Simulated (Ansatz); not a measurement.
Mulliken charges of `O=C([SiH3])CBr` from B3LYP/def2-TZVPP in Ansatz (PBE0-D4/def2-TZVP geometry).

```
atom   x (Å)   y (Å)   z (Å)  charge (e)
  O1  -0.381  -1.383  -1.342      -0.250
  C2  -0.123  -0.459  -0.611       0.093
 Si3   0.476  -0.808   1.200       0.241
  C4  -0.281   0.962  -1.104      -0.117
 Br5  -1.399   1.921   0.158      -0.104
  H6  -0.707  -1.112   2.040      -0.038
  H7   1.361  -1.993   1.112      -0.046
  H8   1.217   0.354   1.753      -0.051
  H9   0.679   1.481  -1.121       0.137
 H10  -0.760   0.986  -2.081       0.137
```

Task: By hand: the dipole of these point charges (1 e Å = 4.8032 D).

Result: Σ q r = (0.268, 0.250, 0.024) e Å, of length 0.367 e Å = 1.76 D.

Task: How does the dipole of the full density compare? (An estimate is asked.)

Result: Ansatz gave: (0.249, 0.284, 0.063) e Å, 1.84 D; the point charges give 0.96 times that, at 8° from its direction.

Point charges leave out the atoms' own dipoles, such as those of lone pairs, and Mulliken's split depends on the basis, so the close match here is no proof of good charges.

B3LYP here is the variant with VWN-RPA as its local correlation; programs differ in this.
